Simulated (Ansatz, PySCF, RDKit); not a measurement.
Dimer: N2 (SMILES N#N) (first 2 atoms) with CH3F (SMILES CF); geometry from B3LYP-D3(BJ)/def2-TZVP, rigid monomers moved along the line of their centres of mass till N1···F4 is 3.57 Å.
(charge 0, multiplicity 1):
| atom | x (Å) | y (Å) | z (Å) |
|---|---|---|---|
| N | -0.4320 | 0.0213 | -0.0446 |
| N | 0.4995 | 0.0534 | -0.6109 |
| C | -0.3576 | -0.6545 | 3.8904 |
| F | 0.8596 | -0.6281 | 3.2180 |
| H | -1.1573 | -0.4703 | 3.1726 |
| H | -0.4822 | -1.6354 | 4.3506 |
| H | -0.3515 | 0.1223 | 4.6561 |

Counterpoise-corrected where a basis set is named; no monomer relaxation. Rows marked so take none. RDKit's UFF carries no charges.

Correlated levels freeze the cores. CBS: X⁻³ extrapolation of the correlation energy, Hartree–Fock from the larger set. Rows in 3-21G carry no dispersion term and start afresh at each structure.

The values were computed with Ansatz (a program for electronic structure); PySCF for 3-21G rows; RDKit for the force fields. 

The comparison value is -2.7 kJ/mol (MP2/CBS(aug-cc-pVDZ, aug-cc-pVTZ) + ΔCCSD(T)/aug-cc-pVDZ). It is a level with limits of its own, not the exact answer.

Problem. Order these levels by how close they come to the comparison value for the interaction energy, closest first: HF/3-21G (no counterpoise), HF/aug-cc-pVDZ, UFF. Give each level's value less the comparison value.

Solution. HF/3-21G (no counterpoise) (0.2 kJ/mol), UFF (1.3 kJ/mol), HF/aug-cc-pVDZ (2.1 kJ/mol)
